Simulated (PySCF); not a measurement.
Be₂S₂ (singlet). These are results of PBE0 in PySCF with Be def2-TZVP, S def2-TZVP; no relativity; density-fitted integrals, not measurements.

Harmonic bands of its minimum:

```tsv
ω (cm⁻¹)	IR (km/mol)
303	38.6
444	0.0
544	135
678	0.0
843	0.0
906	314
```

Question: Infer the point group and assign the bands.

Answer: D2h. The modes span b3u + 2ag + b1u + b3g + b2u: 303 b3u, 444 ag, 544 b1u, 678 b3g, 843 ag, 906 b2u. The computed geometry has Be–S 1.924 Å (×4); Be–S–Be 60.8° (×2), S–Be–S 119.2° (×2).

Only a few start shapes were tried, so a lower isomer may exist.
